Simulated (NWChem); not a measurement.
Ionisation of HfO₂

```xyz
3

Hf     0.0000     0.0000    -0.1978
O     -1.4322     0.0000     0.8900
O      1.4322     0.0000     0.8900
```
Charge 0, spin multiplicity 1.

The numbers come from NWChem runs, not from measurements. The geometry was optimised at PBE/def2-SVP with def2 effective core potentials on Hf, a minimum by its harmonic frequencies.

Basis set: def2-TZVP. −ε marks an orbital energy of the parent.

Effective core potentials replace the inner electrons of Hf; spin-orbit coupling is left out. B3LYP has NWChem's definition, with VWN1-RPA local correlation. The structure started from a generated list of species.

### Question
One of these methods gave a first vertical ionisation energy of 10.24 eV. Which?
A) −ε(HOMO) of HF
B) −ε(HOMO) of PBE
C) −ε(HOMO) of B3LYP
D) −ε(HOMO) of BHandHLYP

### Answer
A, −ε(HOMO) of HF. The others give 8.09 (−ε(HOMO) of BHandHLYP), 5.29 (−ε(HOMO) of PBE), 6.51 (−ε(HOMO) of B3LYP).
